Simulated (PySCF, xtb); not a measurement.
AlF2, SMILES [F][Al][F], multiplicity 2.

Harmonic wavenumbers (cm⁻¹) from GFN2-xTB (xtb 6.7.1) at its own minimum, in rising order: 116, 635, 820.

Task: What does PySCF with PBE-D3(BJ)/def2-TZVP give at its own minimum? (An estimate is asked for; the answer gives what the named calculation found.)

Result: 218, 714, 862. Paired by order, the mean absolute difference is 74 cm⁻¹ and the zero-point energies are 2.2 and 2.6 kcal/mol.
